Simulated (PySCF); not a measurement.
**Peak assignment**

Mapped SMILES: `[BH3-:1][NH2+:2][c:3]1[cH:4][cH:5][cH:6][cH:7][cH:8]1`; H(Xn) means a hydrogen on atom n.

Averaged over atoms made equivalent by symmetry, fast rotation or ring inversion, in vacuum, single conformer, no relativistic terms. NMR shieldings at CAM-B3LYP/pcSseg-1/GIAO; J: B3LYP/pcJ-1 (spin–dipole term only in couplings to heteroatoms); geometry from PBE0-D3(BJ)/def2-SVP; PySCF 2.14.

Shifts are taken against calculated references (same method and geometry level): 13C, 1H vs TMS.

Problem. Assign these signals to the numbered atoms. 13C{1H} NMR (computed): δ 151.1 (C), 138.8 (CH), 135.9 (CH), 129.6 (CH).

Solution. 
151.1 → C3, aromatic carbon bearing nitrogen: σ withdrawal by the attached heteroatom moves it downfield of the ring CH carbons
138.8 → C5/C7, aromatic CH: the aromatic region
135.9 → C6, aromatic CH
129.6 → C4/C8, aromatic CH

Problem. Assign these signals to the numbered atoms. 1H NMR (400 MHz, computed): δ 7.48 (m, 2H), 7.38 (m, 1H), 7.16 (m, 2H), 4.21 (br s, 2H), 2.30 (br, 3H).

Solution. 
7.48 → H(C5)/H(C7), hydrogen on an aromatic CH: aromatic region
7.38 → H(C6), hydrogen on an aromatic CH
7.16 → H(C4)/H(C8), hydrogen on an aromatic CH
4.21 → H(N2), hydrogen on a donor nitrogen of a Lewis adduct: labile proton, position sensitive to the medium
2.30 → H(B1), hydrogen on a boron bonded to N

H(C5)/H(C7) and H(C6) lie closer than the usual error of such a calculation, so a measured spectrum could show them in the other order.

Exchangeable OH/NH protons stand at their gas-phase positions; hydrogen bonding in a real sample shifts them, mostly to higher δ. Hydrogens on boron are broadened and split by 11B (spin 3/2, 80 %) and 10B (spin 3). Multiplet labels drop couplings under 1 Hz and merge nearly equal ones. Couplings among chemically equivalent protons are left out too, so labels in AA′BB′ or AA′XX′ sets are apparent multiplicities. Unscaled 3J(H,H) at this level run about 10 % above measured values. Shifts are as computed, not scaled to solution data. Of 1313 compounds with measured shifts, 239 miss one by over three times the rms of a fit or turn the order of signals round; such compounds aren't used in these exercises. Couplings to exchangeable protons are dropped.
